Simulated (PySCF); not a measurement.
Compound: C₂H₆FNSi.
InChI=1S/C2H6FNSi/c1-4-5(2)3/h5H,1H2,2H3/t5-/m0/s1

Torsions of this conformer, `[CH2:1]=[N:2][Si@@H:3]([CH3:4])[F:5]`: C1–N2–Si3–C4 -119°.

The closed-shell ground state was solved at several levels (PySCF, density fitting, gas phase, non-relativistic). One conformer (not necessarily the lowest) at the PBE0-D3(BJ)/def2-SVP geometry, without solvent, vibrations or thermal averaging.

| level | basis functions | HOMO (eV) | LUMO (eV) | gap (eV) | dipole (D) |
| --- | --- | --- | --- | --- | --- |
| PBE/pcSseg-2 | 271 | -5.94 | -2.23 | 3.71 | 0.87 |
| wB97X-D/def2-SVPD | 155 | -9.31 | 0.77 | 10.08 | 0.93 |

(1) What might PBE0/pcSseg-1 (122 basis functions) give for the same quantities?

(2) Over all these levels, which gives the widest orbital gap and which the narrowest?

(3) How far do the dipole and the HOMO energy spread over the levels?

Answers

(1) HOMO -7.33 eV, LUMO -1.00 eV, gap 6.33 eV, dipole 0.87 D.

(2) wB97X-D/def2-SVPD (range-separated hybrid) has the widest, 10.08 eV, and PBE/pcSseg-2 (GGA) the narrowest, 3.71 eV. Functional and basis both differ between the two, so the spread mixes both effects.

(3) The dipole runs from 0.87 to 0.93 D (mean 0.89 D) and the HOMO from -9.31 to -5.94 eV.
